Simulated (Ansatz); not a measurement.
Cost and result up the ladder for BH2(OEt) (C₂H₇BO) (11 atoms). The state is a singlet with charge 0. Geometry: PBE-D4/def2-SVP.

Cartesian coordinates in Å:
```
B 1.9180 0.0815 -0.5073
C -0.5161 -0.1071 -0.4594
C -1.2373 -0.0653 0.8774
O 0.8015 -0.6462 -0.3000
H 1.8390 1.2505 -0.8637
H 2.9781 -0.4868 -0.3227
H -0.4538 0.9064 -0.9158
H -1.0526 -0.7705 -1.1709
H -2.2808 0.2829 0.7400
H -1.2645 -1.0715 1.3410
H -0.7314 0.6260 1.5814
```

Ansatz on 2 threads of Arm Neoverse V2 on a shared host. Times are rough, and most runs start from the orbitals of an earlier one. ωB97M-V/def2-TZVP serves as the yardstick here, not as an exact answer. Differences are given only for rows in sets of like size (and for xTB, whose basis is part of the method), since another set adds its own error. Binding counts from free atoms at the same level (B doublet, C triplet, O triplet, H doublet; other spins of the atoms weren't run), without zero-point energy or a counterpoise term.

HSE06 is defined as in plane-wave codes, on full-range PBE exchange. Correlated methods freeze 4 core orbitals. Another isomer (singlet) lies 1.41 eV lower at PBE0-D4/def2-TZVP; other spin states weren't run for this one.

Correlated methods converge slowly with the basis.

```tsv
level	functions	wall time
HF/STO-3G	27	0.1 s
PBE-D4/def2-SVP	91	0.9 s
PBE0-D4/def2-SVP	91	0.9 s
PBE-D4/def2-TZVP (with forces)	166	1.9 s
BHLYP-D4/def2-TZVP	166	1.9 s
PBE0-D4/def2-TZVP	166	1.9 s
HSE06-D4/def2-TZVP	166	2.1 s
r2SCAN-D4/def2-TZVP	166	2.8 s
ωB97M-V/def2-TZVP	166	6.5 s
CCSD(T)/def2-TZVP	166	28 s
```

(1) Estimate what each level gives for the binding energy per atom (eV).

## Answers

(1) 
```tsv
level	binding energy per atom (eV)	difference from ωB97M-V/def2-TZVP (eV)
HF/STO-3G	3.78	–
PBE-D4/def2-SVP	4.11	–
PBE0-D4/def2-SVP	4.05	–
PBE-D4/def2-TZVP (with forces)	4.07	0.06
BHLYP-D4/def2-TZVP	3.91	-0.10
PBE0-D4/def2-TZVP	4.01	0.00
HSE06-D4/def2-TZVP	4.01	0.00
r2SCAN-D4/def2-TZVP	4.01	0.00
ωB97M-V/def2-TZVP	4.01	0.00
CCSD(T)/def2-TZVP	3.87	-0.14
```
